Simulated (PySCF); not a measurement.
Species: C₅H₃F₂O (doublet state).
Cartesian coordinates in Å at the GFN2-xTB level; atoms count from 1:
```
atom  x, y, z in Å
C1     2.3503    0.0190    0.8096
C2     1.4573    0.9417    0.2047
O3     1.7214    2.1206   -0.0200
C4     0.1658    0.3826   -0.1437
C5    -0.9210   -0.0035   -0.4851
C6    -2.2254   -0.5457   -0.8359
F7    -2.2484   -1.8945   -0.6811
F8    -3.1963   -0.0494   -0.0330
H9     2.0654   -1.0033    0.9826
H10    3.3322    0.3529    1.0982
H11   -2.4959   -0.3179   -1.8822
```

The hyperfine couplings belong to this conformer and change with its torsions.

As a line formula: `[CH2]C(=O)C#CC(F)F` [radical].

Level of theory: UKS B3LYP, pcH-1 on C F H O, non-relativistic, mean-field spin-orbit, GIAO (PySCF). One conformer (not necessarily the lowest) at the GFN2-xTB geometry, without solvent, vibrations or thermal averaging. Couplings are sensitive to structure, and on GFN2-xTB geometries they can be far from those on DFT ones. The SCF solution wasn't tested for stability.

Principal values of hyperfine tensors in MHz (contact and dipolar terms together), for some of the nuclei:

```json
{"atom": "C1", "isotope": "13C", "A1": "1.65", "A2": "2.26", "A3": "197.10"}
{"atom": "H10", "isotope": "1H", "A1": "-80.87", "A2": "-54.05", "A3": "-19.78"}
{"atom": "C2", "isotope": "13C", "A1": "-61.65", "A2": "-39.71", "A3": "-32.44"}
{"atom": "O3", "isotope": "17O", "A1": "-124.92", "A2": "30.26", "A3": "31.00"}
{"atom": "C4", "isotope": "13C", "A1": "-2.35", "A2": "-0.86", "A3": "-0.76"}
{"atom": "F8", "isotope": "19F", "A1": "-1.76", "A2": "-1.56", "A3": "-0.51"}
{"atom": "C5", "isotope": "13C", "A1": "-2.08", "A2": "-1.56", "A3": "-0.17"}
{"atom": "F7", "isotope": "19F", "A1": "-1.44", "A2": "-1.12", "A3": "-0.08"}
```

Task: Give the isotropic coupling of each nucleus in MHz and in mT (g = 2.0051), and the anisotropic part.

Result: a_iso = (A1 + A2 + A3)/3, Ti = Ai − a_iso; 1 mT corresponds to 28.064 MHz.

| atom | a_iso (MHz) | a_iso (mT) | T1 | T2 | T3 |
| --- | --- | --- | --- | --- | --- |
| C1 | 67.00 | 2.388 | -65.35 | -64.74 | 130.10 |
| H10 | -51.57 | -1.838 | -29.30 | -2.49 | 31.79 |
| C2 | -44.60 | -1.589 | -17.05 | 4.89 | 12.16 |
| O3 | -21.22 | -0.756 | -103.70 | 51.48 | 52.22 |
| C4 | -1.32 | -0.047 | -1.03 | 0.46 | 0.57 |
| F8 | -1.28 | -0.045 | -0.48 | -0.28 | 0.76 |
| C5 | -1.27 | -0.045 | -0.81 | -0.29 | 1.10 |
| F7 | -0.88 | -0.031 | -0.56 | -0.24 | 0.80 |

Task: What spin density at the nucleus of C2 lies behind its contact coupling (g_N = 1.40482)?

Result: a_FC = 800.24 MHz bohr³ × g_N × ρ(0)/(2S). With a_FC = -44.60 MHz and 2S = 1, ρ(0) = -0.03967 bohr⁻³.

Task: H9 (1H, g_N = 5.58569) isn't in the table. Its spin density at the nucleus is -0.01182 bohr⁻³. What is its contact coupling?

Result: By the same relation, a_FC = -52.9 MHz. Its full tensor has the principal values -84.22, -54.72, -19.62 MHz.

Task: Name the largest traceless tensor T of the table and describe it.

Result: C1: -65.4, -64.7, 130.1 MHz, axial, in the ratio −1:−1:+2, the form that spin in one p orbital centred on that nucleus gives.

Task: What first-order splitting does C1 cause when the field lies along A1, A2 or A3 of its tensor (g taken as isotropic, no quadrupole term)?

Result: 2 lines (I = 1/2), spaced by |A_i|/(g × 13.996): 0.06, 0.08, 7.02 mT along the axes of A1, A2 and A3.
